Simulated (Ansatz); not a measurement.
Consider the ligand exchange at the Si–F bond: `C[SiH2][SiH2]F` + H₂Se → `C[SiH2][SiH2][SeH]` + H–F.

Gas-phase electronic energies from Ansatz, PBE0-D4/def2-TZVP geometries. CBS: MP2 limit from def2 TZ/QZ plus the TZ coupled-cluster correction, frozen cores. This one scheme is used for every species. For Se outer-core shells are correlated without core-valence functions, which leaves a few kJ/mol of doubt a bond. Scalar relativity is left out up to krypton. Each species was taken in one conformer, which may not be the lowest.

`C[SiH2][SiH2]F`:

```xyz
11

C     0.038   -0.701    1.596
Si   -0.259    0.723    0.413
Si    0.135    0.098   -1.811
F     1.646   -0.436   -1.962
H     1.070   -1.050    1.524
H    -0.147   -0.391    2.627
H    -0.622   -1.540    1.367
H     0.616    1.880    0.752
H    -1.674    1.188    0.488
H    -0.766   -1.007   -2.238
H    -0.036    1.235   -2.755
```

H₂Se:

Cartesian coordinates in Å:
```
Se -0.566 0.107 -0.369
H -0.249 0.158 1.062
H 0.815 -0.265 -0.693
```

`C[SiH2][SiH2][SeH]`:

Cartesian coordinates in Å:
```
C 0.736 1.025 1.361
Si 0.657 -0.645 0.517
Si -0.304 -0.435 -1.604
Se -2.393 0.483 -1.384
H 1.394 1.704 0.814
H 1.115 0.928 2.381
H -0.258 1.476 1.402
H -0.199 -1.587 1.294
H 2.014 -1.253 0.406
H 0.418 0.551 -2.452
H -0.363 -1.728 -2.339
H -2.819 -0.519 -0.397
```

H–F:

Z-matrix (Å, degrees):
```
F
H 1 0.920
```

```csv
species,CCSD/def2-TZVPP energy (Eh)
`C[SiH2][SiH2]F`,-720.12919
H₂Se,-2401.30510
`C[SiH2][SiH2][SeH]`,-3021.07337
H–F,-100.33828
```

**Question.** Work out ΔE.

**Answer.** ΔE = (-3021.07337) + (-100.33828) − (-720.12919) − (-2401.30510) = 0.02264 Eh = +0.62 eV. CCSD(T)/CBS gives +0.52 eV.

Largest T1 diagnostic among the species: 0.012.

The D4 term adds −0.12 eV with B3LYP and −0.07 eV with PBE0; it sums over pairs of atoms, weighted by their polarisabilities, and B3LYP, whose exchange is more repulsive, gets the larger term. In def2-TZVPP, CCSD(T) changes the Hartree–Fock value by −0.27 eV (the triples alone add −0.05 eV) and MP2 by −0.34 eV.

B3LYP here is the variant with VWN-RPA as its local correlation; programs differ in this.
